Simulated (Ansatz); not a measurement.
# Worked example: C2H2F2 + CHBr2 → C2HF2 + CH2Br2

Gas-phase species: C2H2F2 `F/C=C/F`, singlet; CHBr2 `Br[CH]Br`, doublet; C2HF2 `F/[C]=C\F`, doublet; CH2Br2 (dibromomethane) `BrCBr`, singlet. A radical takes H: the energy is the difference in strength between two C–H bonds in different surroundings.

Shapes, held fixed at every level: PBE0-D4/def2-TZVP. Programs: Ansatz 0.2.0. The zero-point and thermal change to 298 K, harmonic and unscaled (PBE0-D4/def2-TZVP), is +3.0 kJ/mol.

At B2PLYP/def2-TZVPP; 1 Eh = 2625.50 kJ/mol:

| species | energy (Eh) |
| --- | --- |
| C2H2F2 | -276.997696 |
| CHBr2 | -5186.165869 |
| C2HF2 | -276.308404 |
| CH2Br2 | -5186.826964 |

Q: Work out ΔH(298 K) of the reaction at this level.

A: 
1. Products less reactants: (-276.308404) + (-5186.826964) − [(-276.997696) + (-5186.165869)] = 0.028197 Eh = +74.0 kJ/mol.
2. With the thermal change: +74.0 + (+3.0) = +77.0 kJ/mol.

Other levels give +58.7 (HF/def2-TZVPP) to +78.0 kJ/mol (BHLYP-D4/def2-TZVPP). No measured value is set beside it here. Spin contamination: C2HF2 (⟨S²⟩ up to 0.94). Open shells run unrestricted. Relativity is left out for Br. Outer-core shells of Br are correlated, in sets that cover them unevenly.
